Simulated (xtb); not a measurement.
Cl$_{2}$MoO$_{2}$, triplet, at a GFN2-xTB geometry (such geometries of metal compounds can be far from the true shape) (the multiplicity is a formal guess); xtb 6.7.1 with GFN2-xTB.

xtb was given this input:
```
$ xtb mol.xyz --gfn 2 --chrg 0 --uhf 2 --json

# file mol.xyz
5

Mo     0.54632239    -0.10204682     0.18042404
O      1.63677184    -0.63493831    -0.91809735
O      0.90207968     0.16070969     1.75655803
Cl    -0.93786602     1.51719742    -0.70895037
Cl    -1.60662531    -1.04191535    -0.13137287
```

It wrote (shortened):

```
   ID    Z sym.   atoms
    1   42 Mo     1
    2    8 O      2, 3
    3   17 Cl     4, 5

           -------------------------------------------------
          |                Calculation Setup                |
           -------------------------------------------------

           -------------------------------------------------
          |                 G F N 2 - x T B                 |
           -------------------------------------------------

          ...................................................
          :                      SETUP                      :
          :.................................................:
          :  # basis functions                  38          :
          :  # atomic orbitals                  35          :
          :  # shells                           13          :
          :  # electrons                        32          :
          :  max. iterations                   250          :
          :  Hamiltonian                  GFN2-xTB          :
          :  restarted?                      false          :
          :  GBSA solvation                  false          :
          :  PC potential                    false          :
          :  electronic temp.          300.0000000     K    :
          :  accuracy                    1.0000000          :
          :  -> integral cutoff          0.2500000E+02      :
          :  -> integral neglect         0.1000000E-07      :
          :  -> SCF convergence          0.1000000E-05 Eh   :
          :  -> wf. convergence          0.1000000E-03 e    :
          :  Broyden damping             0.4000000          :
          :  net charge                          0          :
          :  unpaired electrons                  2          :
          ...................................................

 iter      E             dE          RMSdq      gap      omega  full diag
   1    -18.8812504 -0.188813E+02  0.144E+01    3.08       0.0  T
   2    -19.0081718 -0.126921E+00  0.105E+01    2.08       1.0  T
   3    -19.3489185 -0.340747E+00  0.586E+00    2.67       1.0  T
   4    -19.3474690  0.144950E-02  0.378E+00    2.70       1.0  T
   5    -19.2661656  0.813034E-01  0.486E+00    2.90       1.0  T
   6    -19.3544782 -0.883125E-01  0.308E+00    2.88       1.0  T
   7    -19.3631479 -0.866970E-02  0.129E+00    2.82       1.0  T
   8    -19.3636696 -0.521694E-03  0.123E+00    2.83       1.0  T
   9    -19.3646421 -0.972522E-03  0.112E+00    2.84       1.0  T
[...]
         :: total energy             -19.314933152882 Eh    ::
[...]
       ...                                ...                  ...
        35                          0.6110544              16.6276
      -------------------------------------------------------------
                  HL-Gap            0.1046974 Eh            2.8490 eV
             Fermi-level           -0.4051857 Eh          -11.0257 eV

     #   Z          covCN         q      C6AA      α(0)
     1  42 Mo       3.264     0.910   347.662    44.861
     2   8 O        0.804    -0.438    22.470     6.354
     3   8 O        0.804    -0.438    22.470     6.354
     4  17 Cl       1.214    -0.017    99.752    15.280
     5  17 Cl       1.214    -0.017    99.752    15.280

 Mol. C6AA /au·bohr⁶  :       2230.814570
 Mol. C8AA /au·bohr⁸  :     133350.226105
 Mol. α(0) /au        :         88.129636

Wiberg/Mayer (AO) data.
largest (>0.10) Wiberg bond orders for each atom

 ---------------------------------------------------------------------------
     #   Z sym  total        # sym  WBO       # sym  WBO       # sym  WBO
 ---------------------------------------------------------------------------
     1  42 Mo   5.966 --     3 O    2.069     2 O    2.069     5 Cl   0.914
                             4 Cl   0.914
     2   8 O    2.283 --     1 Mo   2.069
     3   8 O    2.283 --     1 Mo   2.069
     4  17 Cl   1.359 --     1 Mo   0.914     5 Cl   0.305
     5  17 Cl   1.359 --     1 Mo   0.914     4 Cl   0.305
 ---------------------------------------------------------------------------

Topologies differ in total number of bonds
Writing topology from bond orders to xtbtopo.mol

molecular dipole:
                 x           y           z       tot (Debye)
 q only:       -1.077       0.201      -0.356
   full:       -1.284       0.240      -0.424       3.490
molecular quadrupole (traceless):
                xx          xy          yy          xz          yz          zz
 q only:       -1.247       1.801       4.537       0.207      -2.030      -3.290
  q+dip:       -3.659       2.392       5.518      -1.164      -1.583      -1.860
   full:       -3.630       2.644       6.205      -0.989      -1.980      -2.574

           -------------------------------------------------
          | TOTAL ENERGY              -19.314933152882 Eh   |
          | GRADIENT NORM               0.000030256586 Eh/α |
          | HOMO-LUMO GAP               2.848961848867 eV   |
           -------------------------------------------------

normal termination of xtb
```
